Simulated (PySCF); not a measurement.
## Excitation energy of Ru²⁺ by level of theory

Ru²⁺ [Kr] 4d6 (5D) → Ru²⁺ [Kr] 4d5 5s1 (7S), as a difference of total energies. Calculation: PySCF 2.14, in aug-cc-pVTZ-PP with ECP28MDF (6s6p5d3f2g, 88 functions); a scalar-relativistic core potential. Correlated levels: valence: 4s2 4p6 frozen. The calculations carry no spin-orbit coupling.

```
           method  excitation energy (eV)
              UHF                   2.436
              LDA                   2.719
              PBE                   2.899
             PBE0                   3.011
           r2SCAN                   2.457
            TPSSh                   3.103
             BP86                   3.031
            B3LYP                   3.192
SCS-MP2 (valence)                   3.730
```

Estimate what B97-3 gives.

3.501 eV, closest to SCS-MP2 (valence) among the rows shown.

Estimate what MP2 (valence) gives.

3.075 eV, closest to TPSSh among the rows shown.
